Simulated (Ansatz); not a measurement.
Consider the ligand exchange at a B–C bond: `NBCN` + HCl → `NBCl` + CH₃NH₂.

Gas-phase electronic energies from Ansatz, PBE0-D4/def2-TZVP geometries. CCSD(T)/CBS adds triple-zeta CCSD(T) − MP2 to the extrapolated MP2 energy (def2 sets, frozen cores). This one scheme is used for every species. Functionals use def2-TZVPP. One conformer a species, not always the lowest.

CCSD(T)/CBS gives -23.5 kcal/mol.

Question: Another level gave -24.7 kcal/mol. Which?
A. LDA (SPW92)/def2-TZVPP
B. HF/def2-TZVPP
C. LC-ωPBE/def2-TZVPP
D. B97M-V/def2-TZVPP

Answer: D. B97M-V -24.7, LC-ωPBE -23.7, HF/def2-TZVPP -26.0, LDA (SPW92) -22.4 kcal/mol.

Largest T1 diagnostic among the species: 0.011.

Leaving LDA and LC-ωPBE aside and taking each functional with its dispersion term where it has one, the values, not all of them listed here, spread over 1.1 kcal/mol, from B97M-V to revPBE-D4. LDA lies +1.6 kcal/mol from PBE without D4. In def2-TZVPP, CCSD(T) changes the Hartree–Fock value by +2.5 kcal/mol (the triples alone add −0.0 kcal/mol) and MP2 by +1.4 kcal/mol. At CCSD(T), def2-SVP lies −2.0 kcal/mol from the extrapolated value and def2-TZVPP +0.1 kcal/mol.
